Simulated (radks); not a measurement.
Values are calculated unless marked as measured or tabulated.
Species: the thulium ion Tm4+. Configuration: [Xe] 4f9 5d2 (not the ground configuration).

Code: a radial shooting solver on a logarithmic mesh with Libxc functionals. Model: scalar-relativistic Kohn-Sham, PBEsol, spin-unpolarised, spherical densities, point nucleus.

Energy parts (eV):
part                      energy
total                 -368932.53
kinetic                401066.17
electron-nucleus      -902283.87
Hartree                139843.56
exchange-correlation    -7558.39

Orbitals (lengths in bohr, moments of r in powers of bohr; r(max) is where P^2 peaks):
orbital  occ.  eigenvalue (eV)   r(max)
1s          2        -59342.05  0.01261
2s          2        -10075.82  0.07191
2p          6        -8905.288  0.05856
3s          2        -2327.178   0.2034
3p          6        -1972.844   0.2003
3d         10        -1535.120   0.1633
4s          2        -519.6001   0.4634
4p          6        -402.3121   0.4842
4d         10        -246.5346   0.4979
4f          9         -74.2176   0.4785
5s          2        -110.4943    1.048
5p          6         -79.8649    1.172
5d          2         -42.6810    1.479
5f          0         -17.3805    2.923
6s          0         -35.9179    2.412
6p          0         -28.1574    2.828

The highest occupied level is 5d at -42.681 eV. Summed over all electrons, <r^2> = 33.28 bohr^2, which gives a Langevin (diamagnetic) susceptibility term of -26.4 x 10^-6 cm^3/mol.
